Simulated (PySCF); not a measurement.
## Electron correlation in N⁺ (nitrogen, charge +1)

[He] 2s2 2p2, high-spin 3P determinant. Computed with PySCF 2.14 in aug-cc-pVDZ, with no relativity, point nucleus. Frozen: 1s2; 4 electrons correlated.

MP2 pair energies summed by pair of shells (mhartree):

```
 pair  energy  share (%)
2s-2p  -32.26       58.8
2s-2s  -17.32       31.6
2p-2p   -5.27        9.6
```

Total MP2 correlation energy: -54.84 mhartree.

Same-spin part -8.78 and opposite-spin part -46.06 mhartree; SCS-MP2 scales them by 1/3 and 6/5 to -58.20 mhartree.

```json
{"level": "CCSD", "correlation energy (mhartree)": "-77.24"}
{"level": "(T)", "correlation energy (mhartree)": "-0.87"}
{"level": "CCSD(T)", "correlation energy (mhartree)": "-78.11"}
```

Diagnostics: T1 = 0.0063, D1 = 0.0123, largest double amplitude 0.121.

Task: Is a single reference adequate?

Result: Mostly. T1 lies below 0.03, but a double amplitude of this size points to a near-degeneracy that CCSD handles and MP2 describes poorly.
